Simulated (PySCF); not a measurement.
## Spinor energies of Rb (rubidium, neutral)

Start: [Kr] 5p1; 5p3/2 filled at m_j = +3/2. Calculated with PySCF 2.14 in x2c-SVPall-2c with one added diffuse shell each of s, d type (7s7p7d1f, 70 functions): generalised Hartree-Fock with the X2C-1e Hamiltonian and a Gaussian nucleus; one run each with spin-orbit coupling (SO) switched off, then screened by Boettger's factors. This is a chosen level, not necessarily the ground level.

```tsv
spinor shell	electrons	ε, spin-free (eV)	ε, screened SO (eV)	weight of nominal j (screened SO)	rms radius, screened SO (bohr)
1s1/2	2	-15285.7	-15285.2	1.000	0.0464
2s1/2	2	-2107.9	-2107.8	1.000	0.192
2p1/2	2	-1863.8	-1905.8	1.000	0.169
2p3/2	4	-1863.8	-1843.8	1.000	0.173
3s1/2	2	-342.46	-342.43	1.000	0.544
3p1/2	2	-261.47	-268.04	1.000	0.549
3p3/2	4	-261.47	-258.31	1.000	0.560
3d3/2	4	-127.28	-128.23	1.000	0.576
3d5/2	6	-127.28	-126.61	1.000	0.579
4s1/2	2	-43.307	-43.299	1.000	1.59
4p1/2	2	-22.809	-23.408	0.998	1.85
4p3/2	4	-22.809	-22.514	0.999	1.87
5p3/2	1	-2.221	-2.206	1.000	6.30
```

| quantity | spin-free | screened SO |
| --- | --- | --- |
| E (hartree) | -2978.68281 | -2978.87764 |
| M_J | 3/2 | 3/2 |
| ⟨J²⟩ | 3.750 | 3.750 |
| ⟨L²⟩ | 2.000 | 2.004 |
| ⟨S²⟩ | 0.750 | 0.754 |

Breit and QED terms are absent; they matter most for the inner s and p1/2 levels.

Densities and radii are taken from the X2C orbitals without a picture-change correction, which distorts them close to the nucleus.

Without spin-orbit coupling the j labels of p, d and f shells carry no meaning; the spin-free column gives the mean over the occupied spinors of each nl shell.
